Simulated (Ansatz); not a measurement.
Born–Oppenheimer molecular dynamics of CH7ClSi2 (11 atoms, charge 0, multiplicity 1). It starts from a relaxed structure.

All numbers below come from RKS PBE/STO-3G in Ansatz.

```json
{
 "ensemble": "NVT, Langevin thermostat",
 "time step": "1 fs",
 "steps asked": "500",
 "set temperature": "300 K",
 "friction": "0.5 /fs",
 "seed": "237593"
}
```

First frame:

```xyz
11
Properties=species:S:1:pos:R:3
Si -0.059 -0.010 0.003
H -0.037 -0.150 1.458
Cl 1.988 0.086 -0.568
Si -1.117 1.889 -0.645
H -2.507 1.824 -0.215
H -0.499 3.058 -0.038
H -1.087 2.034 -2.092
C -0.782 -1.579 -0.750
H -1.829 -1.710 -0.425
H -0.769 -1.545 -1.852
H -0.213 -2.468 -0.430
```

Task: What does the run give?

Result: All steps were run.

| Quantity | Value |
| --- | --- |
| steps done | 500 |
| time covered | 500 fs |
| mean temperature over the second half | 295 K |
| spread of the potential energy over the second half | 6.4 meV per atom |
| mean potential energy of the second half above the start | 26.9 meV per atom |

A run of 0.5 ps of so small a system gives no equilibrium averages. The friction is so strong that the motion is overdamped, so the time scale means little. Limits of this set-up: minimal basis.

Task: What happens to the structure?

Result: The same pairs are bonded in the first frame and the last. Pairs count as bonded within 1.25 times the sum of covalent radii (0.12 Å more for H–H). Another seed would give other details.

Task: How do temperature and energy run in time?

Result: 
| time (fs) | T (K) | potential energy less start (eV) |
| --- | --- | --- |
| 0 | 273 | 0.000 |
| 41 | 388 | 0.315 |
| 82 | 315 | 0.378 |
| 123 | 342 | 0.271 |
| 164 | 215 | 0.212 |
| 205 | 380 | 0.321 |
| 246 | 387 | 0.261 |
| 287 | 231 | 0.287 |
| 328 | 225 | 0.234 |
| 369 | 337 | 0.382 |
| 410 | 327 | 0.217 |
| 451 | 261 | 0.284 |
| 492 | 411 | 0.230 |

Time of the run: 18 min on 1 thread of Arm Neoverse V1, on a shared host, peak memory 0.09 GiB.
